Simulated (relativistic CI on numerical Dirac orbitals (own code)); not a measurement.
Spin-allowed bands of a d7 ion in an octahedral site, by hand

Problem. Take Δ = 7670 cm⁻¹ and B = 590 cm⁻¹ for a high-spin d7 ion in an octahedral site. Calculate the three spin-allowed bands.

Working.
1. The terms of highest spin are 4F (energy 0) and 4P (15B = 8850 cm⁻¹). Here the F term splits into A2 at +1.2Δ = 9204, T2 at +0.2Δ = 1534 and T1 at −0.6Δ = -4602 cm⁻¹.
2. The two T1 states mix through the element 0.4Δ: H = [[-4602, 3068], [3068, 8850]], with roots ½(H₁₁ + H₂₂) ∓ ½√[(H₂₂ − H₁₁)² + 4H₁₂²] = ½(4248) ∓ ½(14785) = -5269 and 9517 cm⁻¹.
3. The ground term is 4T1 at -5269 cm⁻¹.
4. Bands: 4T2 6803 cm⁻¹ (1470 nm), 4A2 14473 cm⁻¹ (691 nm), 4T1(P) 14785 cm⁻¹ (676 nm).

Check. Exact diagonalisation of the whole d7 shell with these parameters gives 4T2 6803, 4A2 14473, 4T1 14785 cm⁻¹. The match is exact, since without spin-orbit coupling no other term has this spin. The ratio of the second band to the first, 2.127, depends on Δ/B = 13.0 alone, which is how a Tanabe-Sugano diagram is read.
